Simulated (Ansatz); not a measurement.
Geometry optimisation, RKS PBE0/def2-SVP (Ansatz 0.2.0).

Input:

```yaml
crystal:
  periodic: [false, false, false]
  atoms:
    - { symbol: Se, position_ang: [-2.23286, 0.29533, 0.76615] }
    - { symbol: Sn, position_ang: [0.01669, -0.00208, -0.00529] }
    - { symbol: H, position_ang: [0.33467, 0.47047, -1.6494] }
    - { symbol: H, position_ang: [0.63158, -1.62947, 0.02573] }
    - { symbol: H, position_ang: [1.24992, 0.86575, 0.86281] }
total_charge: -1
basis:
  gaussian: { orbitals: def2-SVP }
hamiltonian:
  xc: pbe0
relax:
  f_tol: 0.02
  max_steps: 50
output:
  orbitals: {}
```

Run as:

```bash
$ ansatz run input.yaml --threads 1 --pin off --max-ram 2048MiB --backend cpu --events-out ev --progress --plain --runs-dir out
```

Task: Where does it end, and by what steps?

Result: It converged. Limits of this set-up: an anion without diffuse functions, the dipole of an ion depends on the origin. After 3 steps the energy has fallen by 0.023 eV; Se1 moved furthest, 0.05 Å.

```json
{"step": "0", "energy less start (eV)": "0.0000", "largest force component (eV/Å)": "0.681", "accepted": "yes"}
{"step": "1", "energy less start (eV)": "-0.0094", "largest force component (eV/Å)": "0.441", "accepted": "yes"}
{"step": "2", "energy less start (eV)": "-0.0234", "largest force component (eV/Å)": "0.027", "accepted": "yes"}
{"step": "3", "energy less start (eV)": "-0.0235", "largest force component (eV/Å)": "0.010", "accepted": "yes"}
```

```xyz
5
Properties=species:S:1:pos:R:3
Se -2.279 0.302 0.782
Sn 0.012 -0.002 -0.004
H 0.349 0.472 -1.665
H 0.648 -1.642 0.022
H 1.270 0.869 0.864
```

Run time: 14 s on 1 thread of Arm Neoverse V1 (shared host), peak memory 0.15 GiB.
